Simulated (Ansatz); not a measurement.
`[SeH][SiH]1[CH2][AlH]1`, relaxed with RKS PBE-D4/def2-SVP in Ansatz 0.2.0 from a rough embedded geometry. The force threshold is 0.03 eV/Å; the program also tests the step.

The species carries charge 0 and has multiplicity 1.

Start:

```xyz
9

Se   -0.357    1.789    1.864
Si    0.451   -0.093    0.947
C     0.536    0.103   -0.906
Al   -0.889   -1.148   -0.648
H    -1.589    1.794    0.906
H     1.717   -0.625    1.489
H     1.499   -0.383   -1.333
H     0.340    1.099   -1.234
H    -1.707   -2.535   -1.085
```

```json
{"step": "1", "energy (eV)": "-80908.9140", "largest force (eV/Å)": "1.674", "largest move (Å)": "0.000"}
{"step": "2", "energy (eV)": "-80909.3989", "largest force (eV/Å)": "0.592", "largest move (Å)": "0.196"}
{"step": "3", "energy (eV)": "-80909.4751", "largest force (eV/Å)": "0.217", "largest move (Å)": "0.144"}
{"step": "4", "energy (eV)": "-80909.4901", "largest force (eV/Å)": "0.109", "largest move (Å)": "0.062"}
{"step": "5", "energy (eV)": "-80909.5015", "largest force (eV/Å)": "0.202", "largest move (Å)": "0.200"}
{"step": "6 (rejected)", "energy (eV)": "-80909.4662", "largest force (eV/Å)": "0.366", "largest move (Å)": "0.177"}
{"step": "7", "energy (eV)": "-80909.5125", "largest force (eV/Å)": "0.110", "largest move (Å)": "0.088"}
{"step": "8", "energy (eV)": "-80909.5213", "largest force (eV/Å)": "0.089", "largest move (Å)": "0.099"}
{"step": "9", "energy (eV)": "-80909.5219", "largest force (eV/Å)": "0.229", "largest move (Å)": "0.136"}
{"step": "10", "energy (eV)": "-80909.5258", "largest force (eV/Å)": "0.217", "largest move (Å)": "0.035"}
{"step": "11 (rejected)", "energy (eV)": "-80909.5175", "largest force (eV/Å)": "0.420", "largest move (Å)": "0.200"}
{"step": "12", "energy (eV)": "-80909.5374", "largest force (eV/Å)": "0.157", "largest move (Å)": "0.097"}
{"step": "13", "energy (eV)": "-80909.5397", "largest force (eV/Å)": "0.137", "largest move (Å)": "0.053"}
{"step": "14", "energy (eV)": "-80909.5410", "largest force (eV/Å)": "0.039", "largest move (Å)": "0.040"}
{"step": "15", "energy (eV)": "-80909.5417", "largest force (eV/Å)": "0.032", "largest move (Å)": "0.018"}
{"step": "16", "energy (eV)": "-80909.5417", "largest force (eV/Å)": "0.086", "largest move (Å)": "0.029"}
{"step": "17 (rejected)", "energy (eV)": "-80909.5401", "largest force (eV/Å)": "0.074", "largest move (Å)": "0.070"}
{"step": "18", "energy (eV)": "-80909.5425", "largest force (eV/Å)": "0.011", "largest move (Å)": "0.034"}
{"step": "19 (rejected)", "energy (eV)": "-80909.5423", "largest force (eV/Å)": "0.034", "largest move (Å)": "0.030"}
{"step": "20", "energy (eV)": "-80909.5426", "largest force (eV/Å)": "0.008", "largest move (Å)": "0.015"}
```

End:

```xyz
9

Se   -0.167    1.959    2.037
Si    0.266   -0.009    0.908
C     0.638   -0.090   -0.981
Al   -0.731   -1.480   -0.639
H    -1.469    2.168    1.353
H     1.418   -0.611    1.674
H     1.664   -0.055   -1.397
H     0.010    0.662   -1.526
H    -1.629   -2.545   -1.428
```

It took 24 s on 4 threads of an Arm Neoverse V1 on a shared host, with 0.16 GiB of host memory at the peak.
